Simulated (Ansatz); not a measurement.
Abridged output of a molecular run in Ansatz:

```
Functional definition: HF
1111 factors; integrals over basis functions are off by at most 9.0e-4 eV
mean field evaluation 1: about -21437.8691 eV, gradient 3.7e1 eV
mean field evaluation 2: about -21438.1712 eV, gradient 3.7e1 eV
mean field evaluation 4: about -21441.2056 eV, gradient 3.5e0 eV
mean field evaluation 8: about -21441.2650 eV, gradient 2.7e-1 eV
mean field -21441.26557975 eV, -787.9519766441 hartree, gradient 5.2e-6 eV, S^2 0.000000; 0 other end points of the search recorded, 0 dependent functions left out
12 core orbitals not correlated: weight in the atoms' cores, before any rotation towards them, 1.000 or more for the frozen orbitals, at most 0.000 for the correlated occupied ones
reference -21441.26557975 eV, -787.9519766441 hartree; 11, 11 occupied and 165, 165 virtual orbitals, 1111 factors
second order -16.80741853 eV of doubles, -0.00000000 eV of singles
cycle   1  -17.14711631 eV  change   -3.4e-1 eV  update   1.0e-1
cycle   2  -17.60640032 eV  change   -4.6e-1 eV  update   3.0e-2
cycle   3  -17.71576636 eV  change   -1.1e-1 eV  update   1.6e-2
cycle   4  -17.70345471 eV  change    1.2e-2 eV  update   4.3e-3
cycle   5  -17.70146446 eV  change    2.0e-3 eV  update   2.0e-3
cycle   6  -17.70213536 eV  change   -6.7e-4 eV  update   6.0e-4
cycle   7  -17.70177106 eV  change    3.6e-4 eV  update   1.7e-4
cycle   8  -17.70178598 eV  change   -1.5e-5 eV  update   5.4e-5
cycle   9  -17.70180770 eV  change   -2.2e-5 eV  update   1.7e-5
perturbative correction -0.78892798 eV, -0.0289925683 hartree
Total energy: -21459.75631543 eV, -788.6314986469 hartree
```

Its atoms:

Cartesian coordinates in Å:
```
B -1.0294 -0.3880 -0.6639
O -0.6245 -0.6753 0.6158
Si 0.7595 0.2721 0.5226
S 0.1811 0.7522 -1.4670
H -2.0175 -0.8168 -1.1703
H 1.9939 -0.5310 0.6673
H 0.7369 1.3868 1.4955
```

Question: Which basis set was used?
A. def2-SVPD
B. def2-SVP
C. def2-TZVPP
D. def2-TZVPPD

Answer: C. It gives 188 functions.

Question: Write the keys of the input that set method, charge and spin (a neutral closed shell needs none for the last two).

Answer: 
```yaml
correlation: {method: ccsd_t}
```
